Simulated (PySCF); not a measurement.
## Radial density of Ba (barium, neutral)

UHF, [Xe] 5d1 6s1, high-spin 3D determinant (an excited configuration). Calculation: PySCF 2.14, in def2-QZVPPD with the def2 core potential (46 electrons) (7s5p3d2f1g, 60 functions); a scalar-relativistic core potential. This is the valence pseudo-density: the core potential removes the inner electrons and smooths the orbitals near the nucleus.

```
r (bohr)  4πr²ρ (e/bohr)  4πr²(ρα − ρβ)
   0.241       1.166e-05         0.0000
   0.405       0.0001547         0.0000
   0.682         0.04109         0.0010
    1.15           3.156         0.0272
    1.93           5.264         0.1769
    3.24           1.014         0.4387
    5.46          0.3150         0.3108
    9.18         0.03680         0.0368
    15.4       0.0001566         0.0002
```

Energies and moments cover only the electrons outside the core potential. Spin-orbit coupling, absent here, splits the open shell strongly.
